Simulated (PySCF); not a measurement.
ClFH₅NSi₂, SMILES N[Si@@H](Cl)[SiH2]F. Geometry: PBE-D3(BJ)/def2-SVP. The structure was generated by enumeration; whether it is a known compound was not checked. The values are those of a single conformer.

Computed equilibrium geometry at PBE-D3(BJ)/def2-SVP (PySCF confirms it by a frequency run) as a Z-matrix (one conformer of several):
```
Si
N 1 1.7285
H 2 1.0232 1 119.84
H 2 1.0237 3 110.75 1 -145.91
H 1 1.4986 2 106.94 3 175.15
Cl 1 2.1221 5 106.53 2 -124.65
Si 1 2.3424 5 117.14 2 124.94
F 7 1.6473 1 112.09 5 -62.67
H 7 1.5024 8 108.30 1 -121.84
H 7 1.5056 9 109.50 8 117.67
```
Charge 0, spin multiplicity 1.
